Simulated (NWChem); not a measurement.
System: SiH3SeF; SMILES F[SiH2][SeH]

NWChem printed, in part:

```
             Northwest Computational Chemistry Package (NWChem) 7.3.0
             --------------------------------------------------------

 C1  symmetry detected

                             Geometry "geometry" -> ""
                             -------------------------

 Output coordinates in angstroms (scale by  1.889725989 to convert to a.u.)

  No.       Tag          Charge          X              Y              Z
 ---- ---------------- ---------- -------------- -------------- --------------
    1 Si                  14.0000     0.54026116     1.11779652    -0.00568591
    2 F                    9.0000    -0.71182910     2.13641306     0.03777449
    3 Se                  34.0000    -0.09578160    -1.07388403     0.03346744
    4 H                    1.0000     1.34946191     1.29953523     1.22129553
    5 H                    1.0000     1.30027803     1.41219760    -1.24265565
    6 H                    1.0000    -0.55035984    -1.07654473    -1.37690041

 Effective nuclear repulsion energy (a.u.)     243.3594932153

                                 NWChem DFT Module
                                 -----------------

 Summary of "ao basis" -> "ao basis" (spherical)
 ------------------------------------------------------------------------------
       Tag                 Description            Shells   Functions and Types
 ---------------- ------------------------------  ------  ---------------------
 Si                         def2-svp                 8       18   4s3p1d
 F                          def2-svp                 6       14   3s2p1d
 Se                         def2-svp                12       32   5s4p3d
 H                          def2-svp                 3        5   2s1p

            General Information
            -------------------
          SCF calculation type: DFT
          Wavefunction type:  closed shell.
          No. of atoms     :     6
          No. of electrons :    60
           Alpha electrons :    30
            Beta electrons :    30
          Charge           :     0
          Spin multiplicity:     1
          Use of symmetry is: off; symmetry adaption is: off
          Maximum number of iterations: 150
          AO basis - number of functions:    79
                     number of shells:    35
          Convergence on energy requested:  1.00D-06
          Convergence on density requested:  1.00D-05
          Convergence on gradient requested:  5.00D-04

              XC Information
              --------------
                       PW6B95 Method XC Functional
                     Hartree-Fock (Exact) Exchange  0.280
                    PW6B95 GGA Exchange Functional  0.720
                      PW6B95 Correlation Potential  1.000

             Grid Information
             ----------------
          Grid used for XC integration:  medium
          Radial quadrature: Mura-Knowles
          Angular quadrature: Lebedev.
          Tag              B.-S. Rad. Rad. Pts. Rad. Cut. Ang. Pts.
          ---              ---------- --------- --------- ---------
          Si                  1.10       88           9.0       590
          F                   0.50       49          10.0       434
          Se                  1.15      112           9.0       590
          H                   0.35       45          11.0       434
          Grid pruning is: on
          Number of quadrature shells:   384
          Spatial weights used:  Erf1

      Superposition of Atomic Density Guess
      -------------------------------------

 Sum of atomic energies:       -2789.04067797

      Non-variational initial energy
      ------------------------------

 Total energy =   -2789.655059
 1-e energy   =   -4369.405876
 2-e energy   =    1336.391323
 HOMO         =      -0.301532
 LUMO         =       0.065664

     ---------------------------------------------
      Total Density - Mulliken Population Analysis
     ---------------------------------------------

    Atom       Charge   Shell Charges
 -----------   ------   -------------------------------------------------------
    1 Si  14    13.00   2.00  1.99  0.93  0.23  5.93  0.92  0.78  0.21
    2 F    9     9.58   1.99  1.15  0.78  3.52  2.13  0.00
    3 Se  34    34.44   2.00  2.00  2.00  1.33  0.54  6.00  5.98  1.97  2.60  8.20  1.76  0.08
    4 H    1     1.09   0.70  0.38  0.01
    5 H    1     1.09   0.70  0.38  0.01
    6 H    1     0.81   0.56  0.23  0.02

   convergence    iter        energy       DeltaE   RMS-Dens  Diis-err
 ---------------- ----- ----------------- --------- --------- ---------
 d= 0,ls=0.0,diis     1  -2793.6923402787 -3.04D+03  1.42D-02  4.55D-01
 d= 0,ls=0.0,diis     2  -2793.6812940991  1.10D-02  6.93D-03  7.78D-01
 d= 0,ls=0.0,diis     3  -2793.7524678271 -7.12D-02  1.19D-03  1.43D-02
 d= 0,ls=0.0,diis     4  -2793.7534944355 -1.03D-03  5.39D-04  1.64D-03
 d= 0,ls=0.0,diis     5  -2793.7537110941 -2.17D-04  1.54D-04  1.14D-04
  Resetting Diis
 d= 0,ls=0.0,diis     6  -2793.7537267278 -1.56D-05  2.04D-05  5.31D-06
 d= 0,ls=0.0,diis     7  -2793.7537271889 -4.61D-07  7.06D-06  8.95D-08

         Total DFT energy =    -2793.753727188902
      One electron energy =    -4371.375754424454
           Coulomb energy =     1455.471461997016
    Exchange-Corr. energy =     -121.208927976769
 Nuclear repulsion energy =      243.359493215304

 Numeric. integr. density =       59.999991714276

                       DFT Final Molecular Orbital Analysis
                       ------------------------------------

 Vector   28  Occ=2.000000D+00  E=-3.652735D-01
              MO Center=  7.5D-01,  1.1D+00,  1.6D-01, r^2= 3.1D+00
   Bfn.  Coefficient  Atom+Function         Bfn.  Coefficient  Atom+Function
  ----- ------------  ---------------      ----- ------------  ---------------
    65      0.349378  4 H  s                 24      0.257994  2 F  pz
    10      0.252405  1 Si pz                70     -0.251825  5 H  s
    66      0.228968  4 H  s                 27     -0.188189  2 F  pz
    71     -0.168455  5 H  s                 75      0.150548  6 H  s
     7     -0.134130  1 Si pz                46     -0.110392  3 Se pz

 Vector   29  Occ=2.000000D+00  E=-3.341465D-01
              MO Center=  1.1D-01, -3.8D-01, -5.9D-02, r^2= 3.3D+00
   Bfn.  Coefficient  Atom+Function         Bfn.  Coefficient  Atom+Function
  ----- ------------  ---------------      ----- ------------  ---------------
    48      0.398901  3 Se py                45      0.395500  3 Se py
    42     -0.249427  3 Se py                 9     -0.195847  1 Si py
    36     -0.194199  3 Se s                 70     -0.180867  5 H  s
    23     -0.162157  2 F  py                46     -0.129859  3 Se pz
    49     -0.129458  3 Se pz                35      0.126808  3 Se s

 Vector   30  Occ=2.000000D+00  E=-2.728355D-01
              MO Center= -6.0D-02, -8.9D-01, -1.3D-03, r^2= 2.0D+00
   Bfn.  Coefficient  Atom+Function         Bfn.  Coefficient  Atom+Function
  ----- ------------  ---------------      ----- ------------  ---------------
    47      0.539916  3 Se px                44      0.461099  3 Se px
    41     -0.291958  3 Se px                49     -0.184490  3 Se pz
    46     -0.155208  3 Se pz                48     -0.142067  3 Se py
    45     -0.111585  3 Se py                43      0.098487  3 Se pz
    38      0.094622  3 Se px                23      0.076596  2 F  py

 Vector   31  Occ=0.000000D+00  E= 5.162521D-03
              MO Center= -1.8D-01, -7.9D-01, -6.3D-01, r^2= 3.6D+00
   Bfn.  Coefficient  Atom+Function         Bfn.  Coefficient  Atom+Function
  ----- ------------  ---------------      ----- ------------  ---------------
    76      1.164982  6 H  s                 49      0.825542  3 Se pz
    37     -0.628333  3 Se s                 71      0.403260  5 H  s
     3     -0.351496  1 Si s                 75      0.325288  6 H  s
    47      0.318376  3 Se px                13      0.256860  1 Si pz
    46      0.245073  3 Se pz                36     -0.190191  3 Se s

 Vector   32  Occ=0.000000D+00  E= 2.109050D-02
              MO Center=  1.8D-01,  5.8D-01, -1.1D-01, r^2= 3.7D+00
   Bfn.  Coefficient  Atom+Function         Bfn.  Coefficient  Atom+Function
  ----- ------------  ---------------      ----- ------------  ---------------
    11      0.959963  1 Si px                48      0.455161  3 Se py
    21      0.410616  2 F  s                  3     -0.327213  1 Si s
    37      0.267290  3 Se s                 76     -0.257484  6 H  s
     8      0.250549  1 Si px                66     -0.235644  4 H  s
    36      0.223367  3 Se s                  4     -0.219308  1 Si s

 Vector   33  Occ=0.000000D+00  E= 2.730365D-02
              MO Center=  6.0D-01,  6.1D-01, -7.6D-02, r^2= 4.3D+00
   Bfn.  Coefficient  Atom+Function         Bfn.  Coefficient  Atom+Function
  ----- ------------  ---------------      ----- ------------  ---------------
    12      1.063432  1 Si py                48      0.681705  3 Se py
    37      0.669359  3 Se s                  4     -0.659117  1 Si s
    71      0.327049  5 H  s                  3     -0.323269  1 Si s
    47      0.320069  3 Se px                 9      0.294139  1 Si py
    36      0.280634  3 Se s                 66      0.267399  4 H  s

     ---------------------------------------------
      Total Density - Mulliken Population Analysis
     ---------------------------------------------

    Atom       Charge   Shell Charges
 -----------   ------   -------------------------------------------------------
    1 Si  14    13.33   2.00  1.98  1.03  0.13  5.93  1.21  0.74  0.32
    2 F    9     9.34   1.99  1.13  0.79  3.36  2.05  0.00
    3 Se  34    34.23   2.00  2.00  1.99  1.42  0.46  6.00  5.98  2.01  2.32  8.17  1.76  0.12
    4 H    1     1.08   0.75  0.32  0.01
    5 H    1     1.08   0.75  0.32  0.01
    6 H    1     0.94   0.69  0.22  0.02

[...]
```

Level: PW6B95/def2-SVP. Coordinates come from a B3LYP/6-31G* (spherical d) optimisation.

Reconstruct the input file.

Several could match; the one computed here: the input that was run:
```
start job
memory heap 200 mb stack 900 mb global 1100 mb
geometry units angstroms noautoz
  Si     0.651893     1.143367     0.103319
  F     -0.754544     1.781853    -0.367286
  Se     0.518522    -1.099032     0.507554
  H      1.039080     1.740221     1.402230
  H      1.636368     1.416354    -0.969378
  H      0.474949    -1.462213    -0.928408
end
basis spherical
  * library def2-svp
end
dft
  xc pw6b95
  iterations 150
  mulliken
end
task dft energy
```
